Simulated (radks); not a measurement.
Results of a calculation; reference values are marked as such.
Spherical quantum dot in the effective-mass picture: electrons in a parabolic well V = omega^2 r^2 / 2 with omega = 0.119, all in effective atomic units (hartree* = m*/eps^2 hartree, bohr* = eps/m* bohr), one dielectric constant everywhere. Level of theory: non-relativistic Kohn-Sham, PBE, spin-polarised, spherical densities (a radial shooting solver with Libxc functionals). Levels are named by radial order and angular momentum (1s, 1p, 1d, 2s, ...), and open shells are averaged over m.

N = 6, configuration 1s2 1p(up 3, down 1). This is the lowest configuration that the search found. Occupied levels:

level,occupation,eigenvalue (hartree*),<r> (bohr*)
1s up,1,1.0613,5.150
1s down,1,1.0754,4.914
1p up,3,1.1100,5.971
1p down,1,1.1290,5.918

Energy (hartree*): total 3.97347, kinetic 0.42535, external 1.4891, Hartree 2.8590, exchange-correlation -0.79999.

Electron density:

r (bohr*),n(r) (e/bohr*^3)
0.832,0.002926
1.73,0.003363
2.62,0.003912
3.51,0.004307
4.40,0.004276
5.29,0.003687
6.19,0.002669
7.08,0.001565
7.97,0.0007162
8.87,0.0002614
9.76,0.00007785
10.7,0.00001865
11.5,3.588e-06
